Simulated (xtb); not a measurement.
(3S)-1,3-dimethylcyclobutene (C6H10), SMILES [C@H]1(C=C(C1)C)C. All values are semi-empirical tight-binding results from xtb (GFN2-xTB unless named), good for trends rather than for accurate numbers. The structure is a stationary point at GFN2-xTB.

Optimised geometry:

```xyz
16

C      2.3275    -0.4094     0.5552
C      0.9414    -0.1944     0.0754
C     -0.0418    -0.9664    -0.3834
C     -0.9967     0.1815    -0.6039
C     -2.2732     0.1643     0.2204
C      0.1499     1.0835    -0.0649
H      2.4300    -0.0605     1.5829
H      3.0307     0.1547    -0.0572
H      2.5880    -1.4642     0.5131
H     -0.1528    -2.0230    -0.5466
H     -1.2329     0.3670    -1.6551
H     -2.7882     1.1203     0.1459
H     -2.0441    -0.0288     1.2663
H     -2.9418    -0.6170    -0.1354
H     -0.0796     1.5916     0.8704
H      0.5480     1.8049    -0.7775
```

Q: Estimate the properties. (The exact figures need the calculation; the answer reports its results.)

A: 
The orbital gap is 5.04 eV and the dipole moment is 0.47 D. The zero-point energy is 88.2 kcal/mol and the G − E(el) at 298.15 K (modified RRHO) is 69.2 kcal/mol. The static polarisability (D4 model) is 68.6 bohr³ and the solvation energy, GFN2-xTB/ALPB(water) is -0.5 kcal/mol. The solvation energy, GFN2-xTB/ALPB(ch2cl2) is -5.0 kcal/mol.

Q: Give the IR lines (harmonic; lines under 4 % of the strongest left out, lines within 3 cm⁻¹ merged). (An estimate is asked for; the answer gives what the named calculation found.)

A: ν (cm⁻¹): 786 (m), 852 (w), 913 (w), 983 (w), 1014 (m), 1051 (w), 1074 (w), 1088 (w), 1151 (w), 1183 (w), 1223 (w), 1291 (m), 1326 (w), 1394 (w), 1472 (w), 1478 (w), 1727 (m), 2936 (vs), 2985 (s), 2995 (s), 2999 (s), 3010 (s), 3022 (s), 3028 (s), 3034 (s), 3040 (s), 3118 (vs) (against the strongest line: vs over 80 %, s over 45 %, m over 15 %, w over 4 %, vw less)

Computed atomic charges and the Wiberg bond orders between heavy atoms:
charges (e) C1 -0.11, C2 0.01, C3 -0.06, C4 -0.01, C5 -0.10, C6 -0.07, H7 0.05, H8 0.05, H9 0.04, H10 0.02, H11 0.03, H12 0.03, H13 0.04, H14 0.04, H15 0.04, H16 0.03. Bond orders C1–C2 1.04, C2–C3 1.87, C3–C4 1.01, C4–C5 1.01, C2–C6 1.01, C4–C6 0.98.
